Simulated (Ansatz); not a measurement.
Relaxation of `C=CC12CC3CC(CC(C3)C1)C2` with RKS r2SCAN-D4/def2-SVP.

```sh
$ ansatz run in.yaml --threads 4 --pin off --events-out ev --progress --plain --max-ram 6963MiB
```

```yaml
crystal:
  periodic: [false, false, false]
  atoms:
    - {symbol: C, position_ang: [3.243950, -0.669070, -1.046390]}
    - {symbol: C, position_ang: [2.501100, -0.161260, -0.081100]}
    - {symbol: C, position_ang: [1.001940, -0.059810, -0.024710]}
    - {symbol: C, position_ang: [0.619170, 1.420530, 0.127770]}
    - {symbol: C, position_ang: [-0.895220, 1.560390, 0.267410]}
    - {symbol: C, position_ang: [-1.365310, 0.797010, 1.504980]}
    - {symbol: C, position_ang: [-1.003910, -0.680050, 1.354150]}
    - {symbol: C, position_ang: [-1.686210, -1.250590, 0.112370]}
    - {symbol: C, position_ang: [-1.210560, -0.483730, -1.120520]}
    - {symbol: C, position_ang: [-1.578340, 0.992000, -0.975020]}
    - {symbol: C, position_ang: [0.305010, -0.625870, -1.263110]}
    - {symbol: C, position_ang: [0.509890, -0.823850, 1.214430]}
    - {symbol: H, position_ang: [4.318830, -0.686540, -0.968910]}
    - {symbol: H, position_ang: [2.832980, -1.088140, -1.948530]}
    - {symbol: H, position_ang: [2.990090, 0.243050, 0.797970]}
    - {symbol: H, position_ang: [0.968440, 1.977590, -0.745060]}
    - {symbol: H, position_ang: [1.112950, 1.838890, 1.008250]}
    - {symbol: H, position_ang: [-1.150530, 2.621290, 0.373590]}
    - {symbol: H, position_ang: [-2.446100, 0.906000, 1.622590]}
    - {symbol: H, position_ang: [-0.888990, 1.207470, 2.399050]}
    - {symbol: H, position_ang: [-1.338520, -1.230460, 2.241320]}
    - {symbol: H, position_ang: [-1.443020, -2.310720, 0.008360]}
    - {symbol: H, position_ang: [-2.771030, -1.164180, 0.209510]}
    - {symbol: H, position_ang: [-1.695830, -0.893340, -2.014090]}
    - {symbol: H, position_ang: [-2.662040, 1.099670, -0.885720]}
    - {symbol: H, position_ang: [-1.259110, 1.545940, -1.861170]}
    - {symbol: H, position_ang: [0.642470, -0.089980, -2.152950]}
    - {symbol: H, position_ang: [0.564940, -1.679950, -1.382440]}
    - {symbol: H, position_ang: [0.779500, -1.878540, 1.120300]}
    - {symbol: H, position_ang: [1.003430, -0.433760, 2.107660]}
basis:
  gaussian: {orbitals: def2-SVP}
hamiltonian: {xc: r2scan, dispersion: d4}
scf: {lower_state_search: "off"}
output: {orbitals: {seedname: orbitals}}
relax: {f_tol: 0.03, max_steps: 70}
```

Hardware: 4 threads of Arm Neoverse V1 on a shared host. Wall time 40 s.

Positions (Å) and forces (eV/Å) at steps 1, 2, 3, 4 of 4:

```xyz
30
step=1 energy=-12721.5571 eV
C     3.244   -0.669   -1.046    0.387   -0.200   -0.365
C     2.501   -0.161   -0.081   -0.797    0.207    0.335
C     1.002   -0.060   -0.025    0.496   -0.069   -0.092
C     0.619    1.421    0.128   -0.339   -0.139   -0.011
C    -0.895    1.560    0.267   -0.046    0.079    0.038
C    -1.365    0.797    1.505    0.133   -0.116   -0.225
C    -1.004   -0.680    1.354   -0.058   -0.028    0.075
C    -1.686   -1.251    0.112    0.201    0.212   -0.002
C    -1.211   -0.484   -1.121   -0.056   -0.022   -0.065
C    -1.578    0.992   -0.975    0.190   -0.136    0.179
C     0.305   -0.626   -1.263   -0.227    0.140    0.269
C     0.510   -0.824    1.214   -0.327    0.107   -0.123
H     4.319   -0.687   -0.969    0.611    0.006    0.069
H     2.833   -1.088   -1.949   -0.345   -0.248   -0.543
H     2.990    0.243    0.798    0.294    0.211    0.466
H     0.968    1.978   -0.745    0.181    0.209   -0.291
H     1.113    1.839    1.008    0.233    0.180    0.310
H    -1.151    2.621    0.374   -0.066    0.292    0.026
H    -2.446    0.906    1.623   -0.393    0.065    0.092
H    -0.889    1.207    2.399    0.120    0.163    0.347
H    -1.339   -1.230    2.241   -0.082   -0.154    0.244
H    -1.443   -2.311    0.008    0.034   -0.411   -0.034
H    -2.771   -1.164    0.210   -0.410   -0.025    0.031
H    -1.696   -0.893   -2.014   -0.124   -0.116   -0.247
H    -2.662    1.100   -0.886   -0.402    0.069   -0.019
H    -1.259    1.546   -1.861    0.066    0.218   -0.341
H     0.642   -0.090   -2.153    0.181    0.150   -0.361
H     0.565   -1.680   -1.382    0.156   -0.389   -0.100
H     0.779   -1.879    1.120    0.151   -0.375   -0.008
H     1.003   -0.434    2.108    0.236    0.119    0.346
30
step=2 energy=-12721.6354 eV
C     3.255   -0.679   -1.067    0.099   -0.035   -0.077
C     2.516   -0.163   -0.083   -0.244    0.048    0.077
C     1.015   -0.058   -0.018    0.074   -0.040   -0.066
C     0.616    1.426    0.135   -0.044    0.037    0.003
C    -0.904    1.570    0.272    0.007   -0.041   -0.003
C    -1.379    0.800    1.510    0.025   -0.021   -0.041
C    -1.014   -0.683    1.364    0.006    0.023   -0.031
C    -1.690   -1.255    0.112    0.030    0.039   -0.001
C    -1.212   -0.486   -1.126    0.023    0.007    0.016
C    -1.581    0.995   -0.979    0.022   -0.024    0.034
C     0.311   -0.625   -1.259   -0.062    0.016    0.030
C     0.507   -0.822    1.224   -0.048   -0.021    0.025
H     4.343   -0.699   -1.000    0.138    0.002    0.029
H     2.821   -1.100   -1.974   -0.110   -0.047   -0.108
H     3.022    0.242    0.801    0.101    0.051    0.109
H     0.976    1.988   -0.741    0.051    0.072   -0.082
H     1.116    1.851    1.020    0.073    0.060    0.093
H    -1.161    2.637    0.377   -0.009    0.071    0.006
H    -2.468    0.910    1.629   -0.117    0.020    0.028
H    -0.909    1.216    2.416    0.030    0.048    0.102
H    -1.350   -1.238    2.255   -0.013   -0.039    0.059
H    -1.448   -2.324    0.009    0.008   -0.120   -0.010
H    -2.785   -1.176    0.205   -0.122   -0.011    0.009
H    -1.695   -0.899   -2.027   -0.027   -0.028   -0.060
H    -2.674    1.106   -0.900   -0.119    0.022   -0.010
H    -1.260    1.555   -1.871    0.019    0.064   -0.099
H     0.658   -0.090   -2.157    0.050    0.042   -0.112
H     0.580   -1.685   -1.384    0.043   -0.118   -0.035
H     0.786   -1.883    1.134    0.043   -0.113    0.008
H     1.006   -0.430    2.125    0.071    0.033    0.109
30
step=3 energy=-12721.6422 eV
C     3.252   -0.679   -1.072    0.045   -0.026   -0.003
C     2.516   -0.162   -0.082   -0.016    0.004    0.000
C     1.016   -0.057   -0.016    0.092   -0.008   -0.025
C     0.619    1.432    0.138   -0.035   -0.009   -0.001
C    -0.904    1.571    0.272   -0.014    0.048    0.008
C    -1.383    0.801    1.512    0.013   -0.004   -0.007
C    -1.014   -0.684    1.365   -0.017   -0.021    0.039
C    -1.692   -1.259    0.111    0.010    0.006   -0.001
C    -1.212   -0.487   -1.128   -0.008   -0.015   -0.030
C    -1.582    0.997   -0.982    0.012   -0.005    0.005
C     0.313   -0.626   -1.261   -0.021    0.010    0.016
C     0.509   -0.824    1.231   -0.027    0.009   -0.008
H     4.344   -0.707   -1.008   -0.014    0.015   -0.004
H     2.803   -1.098   -1.979   -0.007    0.010    0.020
H     3.032    0.244    0.803    0.003   -0.014   -0.011
H     0.983    1.998   -0.739   -0.004   -0.011    0.005
H     1.122    1.859    1.026   -0.008   -0.011   -0.006
H    -1.162    2.641    0.377   -0.006    0.002    0.001
H    -2.476    0.911    1.630    0.008   -0.003   -0.005
H    -0.917    1.219    2.423   -0.002   -0.004   -0.008
H    -1.351   -1.240    2.258   -0.006    0.000    0.001
H    -1.449   -2.332    0.008    0.001    0.008   -0.001
H    -2.790   -1.183    0.204    0.010    0.003    0.003
H    -1.693   -0.902   -2.031   -0.003    0.000    0.001
H    -2.679    1.110   -0.908    0.011   -0.001    0.005
H    -1.260    1.559   -1.878    0.001   -0.005    0.005
H     0.664   -0.092   -2.163   -0.004    0.000    0.011
H     0.586   -1.690   -1.389   -0.003    0.009    0.007
H     0.793   -1.888    1.144   -0.003    0.011   -0.005
H     1.010   -0.430    2.135   -0.007    0.002   -0.012
30
step=4 energy=-12721.6425 eV
C     3.254   -0.682   -1.072    0.004    0.008    0.013
C     2.518   -0.162   -0.083    0.000   -0.011   -0.003
C     1.019   -0.057   -0.018   -0.013    0.004    0.005
C     0.618    1.432    0.138    0.008   -0.003   -0.003
C    -0.905    1.572    0.272    0.001    0.000   -0.001
C    -1.383    0.800    1.512   -0.002    0.000    0.000
C    -1.015   -0.684    1.366    0.002   -0.002   -0.001
C    -1.691   -1.258    0.112   -0.001    0.000    0.001
C    -1.212   -0.487   -1.128   -0.002    0.001    0.002
C    -1.581    0.997   -0.981   -0.002    0.001    0.000
C     0.312   -0.626   -1.261    0.007   -0.001   -0.002
C     0.509   -0.823    1.230    0.005    0.001   -0.001
H     4.346   -0.705   -1.008    0.005   -0.001   -0.001
H     2.804   -1.101   -1.976   -0.005   -0.001   -0.007
H     3.033    0.243    0.802    0.005    0.004   -0.001
H     0.981    1.998   -0.739   -0.002    0.000    0.002
H     1.121    1.857    1.026   -0.002   -0.001   -0.002
H    -1.164    2.641    0.378    0.000    0.002    0.000
H    -2.476    0.910    1.629    0.000    0.001    0.001
H    -0.917    1.219    2.422    0.000   -0.001    0.000
H    -1.352   -1.240    2.258    0.000   -0.001    0.002
H    -1.449   -2.331    0.008    0.000    0.001    0.001
H    -2.790   -1.183    0.204    0.001   -0.001   -0.001
H    -1.694   -0.901   -2.031    0.000    0.000    0.000
H    -2.678    1.110   -0.907    0.001   -0.001   -0.001
H    -1.259    1.558   -1.877    0.000    0.001    0.001
H     0.664   -0.092   -2.163   -0.002    0.001   -0.001
H     0.586   -1.689   -1.388   -0.004    0.000    0.000
H     0.792   -1.887    1.143    0.000    0.002    0.001
H     1.010   -0.429    2.133   -0.003   -0.002   -0.002
```
